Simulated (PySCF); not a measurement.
## Basis-set dependence of population analyses: `FB(F)C1=CC/1=C\Cl`

Compound: C4H2BClF2.
Geometry (PBE0-D3(BJ)/def2-SVP, Å), atoms numbered from 1 in this order:
```xyz
10
C4H2BClF2 angstrom
F     -2.0486   -1.8463   -0.6751
B     -1.9812   -0.5392   -0.5540
F     -3.0751    0.1605   -0.7655
C     -0.6627    0.1678   -0.1775
C     -0.0103    1.3119    0.0118
C      0.7414    0.1222    0.2028
C      1.8631   -0.5206    0.5040
Cl     3.3204    0.3289    0.9131
H     -0.0434    2.4005    0.0080
H      1.9467   -1.6071    0.5112
```

PBE0 throughout (PySCF), one geometry, spherical d and f functions. The structure is a single PBE0-D3(BJ)/def2-SVP conformer in the gas phase; no vibrational or solvent corrections. Atoms taken as equivalent share a column and are averaged. The first 7 of 9 kinds of atom are listed.

Mulliken charges (e):

| basis | functions | F1/F3 | B2 | C4 | C5 | C6 | C7 | Cl8 |
| --- | --- | --- | --- | --- | --- | --- | --- | --- |
| STO-3G | 46 | -0.102 | +0.385 | -0.105 | -0.063 | 0.000 | -0.117 | -0.131 |
| 6-31G | 80 | -0.276 | +0.684 | -0.105 | -0.050 | +0.070 | -0.577 | +0.075 |
| pcSseg-0 | 80 | -0.299 | +1.004 | -0.402 | -0.061 | -0.136 | -0.384 | +0.002 |
| 6-31G* | 120 | -0.239 | +0.579 | -0.078 | -0.144 | +0.200 | -0.495 | -0.023 |
| cc-pVDZ | 126 | -0.071 | +0.211 | +0.004 | -0.019 | +0.219 | -0.300 | -0.083 |
| def2-SVP | 126 | -0.085 | +0.208 | -0.064 | -0.006 | +0.168 | -0.151 | -0.132 |
| aug-cc-pVDZ | 206 | -0.469 | +0.715 | -0.203 | +0.382 | +1.075 | +0.133 | -0.285 |
| 6-311+G(2d,p) | 236 | -0.345 | +0.998 | -0.300 | -0.410 | +0.497 | -0.472 | +0.065 |
| def2-TZVP | 266 | -0.220 | +0.494 | -0.081 | -0.017 | -0.039 | -0.141 | -0.118 |
| cc-pVTZ | 272 | -0.178 | +0.364 | -0.061 | -0.077 | +0.154 | -0.195 | -0.118 |
| IGLO-III | 309 | -0.323 | +0.798 | -0.187 | -0.055 | -0.001 | -0.151 | +0.004 |
| pcSseg-2 | 323 | -0.311 | +0.758 | -0.128 | -0.005 | -0.062 | +0.016 | -0.144 |

IAO charges (e):

```tsv
basis	functions	F1/F3	B2	C4	C5	C6	C7	Cl8
STO-3G	46	-0.144	+0.457	-0.120	-0.060	-0.006	-0.255	-0.039
6-31G	80	-0.288	+0.681	-0.137	-0.048	+0.013	-0.258	-0.054
pcSseg-0	80	-0.276	+0.660	-0.139	-0.040	-0.002	-0.253	-0.045
6-31G*	120	-0.299	+0.728	-0.146	-0.045	+0.021	-0.266	-0.052
cc-pVDZ	126	-0.295	+0.711	-0.141	-0.046	+0.018	-0.265	-0.049
def2-SVP	126	-0.294	+0.707	-0.144	-0.040	+0.013	-0.258	-0.041
aug-cc-pVDZ	206	-0.303	+0.725	-0.140	-0.046	+0.019	-0.270	-0.053
6-311+G(2d,p)	236	-0.306	+0.731	-0.144	-0.045	+0.020	-0.275	-0.048
def2-TZVP	266	-0.308	+0.739	-0.146	-0.046	+0.019	-0.275	-0.045
cc-pVTZ	272	-0.307	+0.738	-0.146	-0.047	+0.020	-0.273	-0.048
IGLO-III	309	-0.308	+0.736	-0.145	-0.046	+0.018	-0.276	-0.041
pcSseg-2	323	-0.308	+0.739	-0.145	-0.046	+0.019	-0.275	-0.047
```

Hirshfeld charges (e):

| basis | functions | F1/F3 | B2 | C4 | C5 | C6 | C7 | Cl8 |
| --- | --- | --- | --- | --- | --- | --- | --- | --- |
| STO-3G | 46 | -0.044 | +0.227 | -0.060 | +0.013 | -0.025 | -0.017 | -0.162 |
| 6-31G | 80 | -0.123 | +0.300 | -0.058 | +0.032 | -0.024 | -0.082 | -0.085 |
| pcSseg-0 | 80 | -0.123 | +0.304 | -0.062 | +0.034 | -0.031 | -0.083 | -0.067 |
| 6-31G* | 120 | -0.118 | +0.303 | -0.052 | +0.030 | -0.023 | -0.082 | -0.099 |
| cc-pVDZ | 126 | -0.114 | +0.295 | -0.060 | +0.030 | -0.025 | -0.087 | -0.078 |
| def2-SVP | 126 | -0.121 | +0.305 | -0.062 | +0.030 | -0.028 | -0.089 | -0.064 |
| aug-cc-pVDZ | 206 | -0.129 | +0.328 | -0.064 | +0.023 | -0.033 | -0.094 | -0.064 |
| 6-311+G(2d,p) | 236 | -0.135 | +0.339 | -0.065 | +0.026 | -0.034 | -0.093 | -0.064 |
| def2-TZVP | 266 | -0.132 | +0.332 | -0.063 | +0.025 | -0.030 | -0.091 | -0.069 |
| cc-pVTZ | 272 | -0.129 | +0.327 | -0.062 | +0.026 | -0.027 | -0.091 | -0.073 |
| IGLO-III | 309 | -0.133 | +0.335 | -0.065 | +0.021 | -0.036 | -0.096 | -0.052 |
| pcSseg-2 | 323 | -0.134 | +0.337 | -0.062 | +0.023 | -0.030 | -0.093 | -0.065 |

ESP-fitted charges (e):

```csv
basis,functions,F1/F3,B2,C4,C5,C6,C7,Cl8
STO-3G,46,-0.188,+0.680,-0.354,+0.058,+0.060,-0.105,-0.184
6-31G,80,-0.367,+0.996,-0.417,+0.030,+0.195,-0.364,-0.107
pcSseg-0,80,-0.382,+1.066,-0.476,+0.043,+0.155,-0.321,-0.115
6-31G*,120,-0.261,+0.720,-0.270,-0.048,+0.216,-0.446,-0.075
cc-pVDZ,126,-0.263,+0.722,-0.280,-0.049,+0.222,-0.457,-0.060
def2-SVP,126,-0.284,+0.776,-0.304,-0.042,+0.212,-0.435,-0.056
aug-cc-pVDZ,206,-0.286,+0.784,-0.318,-0.052,+0.249,-0.458,-0.070
"6-311+G(2d,p)",236,-0.304,+0.836,-0.341,-0.060,+0.269,-0.484,-0.062
def2-TZVP,266,-0.300,+0.828,-0.339,-0.053,+0.257,-0.467,-0.063
cc-pVTZ,272,-0.294,+0.813,-0.333,-0.047,+0.239,-0.445,-0.069
IGLO-III,309,-0.295,+0.804,-0.313,-0.086,+0.278,-0.501,-0.044
pcSseg-2,323,-0.312,+0.860,-0.360,-0.031,+0.245,-0.444,-0.073
```

Some averages cover members that differ in this geometry, most widely: F1/F3, Mulliken in aug-cc-pVDZ -0.489 to -0.449 e.

**Question.** Which scheme is steadiest as the basis changes?

**Answer.** Largest range over the bases for any column: Hirshfeld 0.11 e, IAO 0.28 e, ESP-fitted 0.40 e, Mulliken 1.21 e. Hirshfeld charges move least and Mulliken charges most, counted in e. Without the minimal STO-3G basis the ranges are Hirshfeld 0.05, IAO 0.08, ESP-fitted 0.35, Mulliken 1.21 e.

**Question.** How much do the charges still move between the two largest bases, IGLO-III and pcSseg-2?

**Answer.** At most, over all atoms: Mulliken 0.167 e, IAO 0.006 e, Hirshfeld 0.014 e, ESP-fitted 0.057 e.

**Question.** What do the same runs give for the total energy, the frontier levels and the dipole moment?

**Answer.** 
| basis | energy (Eh) | HOMO (eV) | LUMO (eV) | μ (D) |
| --- | --- | --- | --- | --- |
| STO-3G | -827.7739 | -4.18 | 0.60 | 3.49 |
| 6-31G | -837.6738 | -6.38 | -2.51 | 1.87 |
| pcSseg-0 | -836.4301 | -6.66 | -2.75 | 1.86 |
| 6-31G* | -837.7937 | -6.15 | -2.22 | 2.16 |
| cc-pVDZ | -837.8445 | -6.25 | -2.39 | 2.00 |
| def2-SVP | -837.3953 | -6.27 | -2.45 | 1.86 |
| aug-cc-pVDZ | -837.8669 | -6.41 | -2.59 | 1.96 |
| 6-311+G(2d,p) | -837.9475 | -6.42 | -2.61 | 1.94 |
| def2-TZVP | -837.9878 | -6.37 | -2.54 | 1.93 |
| cc-pVTZ | -837.9783 | -6.36 | -2.50 | 1.97 |
| IGLO-III | -837.9868 | -6.34 | -2.55 | 1.82 |
| pcSseg-2 | -837.9948 | -6.42 | -2.59 | 1.96 |

The dipole is fixed by the density alone, so its range of 1.67 D shows that the density itself changes with the basis, not only its division among atoms.
